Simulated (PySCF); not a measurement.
## A barrier at the coupled-cluster level

Start structure (BH2BrO, singlet), relaxed at PBE0-D4/def2-TZVP:

```
5
angstrom
B -0.2475 0.1206 -0.3142
Br 1.2295 -0.7678 -1.1861
O -0.3029 0.2190 1.0180
H 0.4423 -0.1842 1.4755
H -1.1121 0.5822 -0.9858
```

The step: BH₂BrO ([OH][BH][Br]) → BHO ([BH][O]) + HBr; bonds formed: Br2–H4; bonds broken: B1–Br2, O3–H4. Program: PySCF 2.14 with density fitting (its default auxiliary sets; JK sets also for MP2 and CCSD(T)). Basis: def2-TZVPP and def2-QZVPP. Cores are frozen in the correlated methods. Filled d shells of the heavier atoms are correlated. The def2 sets are not built for correlating such inner shells, so the correlated values are less sure here. Extrapolation: Hartree–Fock as exp(−7.88 √X), correlation as X^−2.97. Energies below are by CCSD(T) at an estimated basis limit (MP2 extrapolated from triple and quadruple zeta, plus CCSD(T) − MP2 in triple zeta).

Problem. What are the electronic barrier and the energy of the step, from the start structure to the end structure? (An estimate is asked for; the value comes from the calculation.)

Solution. The calculation gives: Barrier 2.097 eV; step energy 1.219 eV (uphill); reverse barrier, their difference, 0.878 eV. Barrier and step energy count from the start structure, the reverse barrier from the end structure.

The saddle point: One imaginary mode of 1210i cm⁻¹.
```
  pair  start (Å)  saddle (Å)  end (Å)
Br2–H4       2.84        1.64     1.43
B1–Br2       1.93        2.50     4.55
 O3–H4       0.96        1.34     1.97
```

Zero-point energy (harmonic, PBE0-D4): ZPE is 0.774 eV at the start and 0.554 eV at the saddle, so the barrier goes from 2.097 to 1.877 eV.

First-order rate constant out of the start structure at 498 K by transition-state theory, with harmonic vibrational free energies alone and no tunnelling: ΔA‡ = 1.868 eV, so k = (kB T/h) exp(−ΔA‡/kB T) ≈ 10^-6 s⁻¹ (an order of magnitude at best: rotation, the number of equivalent paths and anharmonicity are left out).

The T1 diagnostic stays at or below 0.015.

Labels in which every atom is bracketed show which atoms are joined, not bond orders.

For scale, one of the runs: CCSD(T)/def2-TZVPP, 138 basis functions, launched by `OMP_NUM_THREADS=4 python run.py`. Time: 64 s of wall clock on 4 CPU threads of an AMD EPYC 7B13; the host was shared. Peak host memory: 1 GiB.
